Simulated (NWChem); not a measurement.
System: ZrN2H4F2; SMILES [NH2][Zr]([NH2])([F])[F]

Input file for NWChem:

```
start job
memory heap 200 mb stack 900 mb global 1100 mb
geometry units angstroms noautoz
  Zr    -0.122664     0.001387     0.102286
  F      0.905222    -1.225148     1.161914
  F     -1.667227     0.630804     1.052003
  N      1.047177     1.596359    -0.342042
  H      1.462534     2.212453     0.355356
  H      1.322621     1.928981    -1.262659
  N     -0.650750    -0.832992    -1.663584
  H     -0.169751    -1.602276    -2.127260
  H     -1.504022    -0.635166    -2.184130
end
basis spherical
  * library def2-svp
end
ecp
  Zr library def2-ecp
end
dft
  xc b3lyp
  iterations 150
  mulliken
end
task dft energy
```

All runs use the structure optimised with PBE0/def2-SVP. No frequency run checked for a minimum. def2 effective core potentials on Zr; no spin-orbit coupling.

**Question.** Predict the main results of this run. (B3LYP/def2-SVP with def2 effective core potentials on Zr.) Quantities: energy (Ha); highest occupied level (eV); orbital gap (eV); dipole (D).

**Answer.** 
| Property | Result |
|---|---|
| energy (Ha) | -358.68 |
| highest occupied level (eV) | -7.09 |
| orbital gap (eV) | 6.61 |
| dipole (D) | 2.91 |
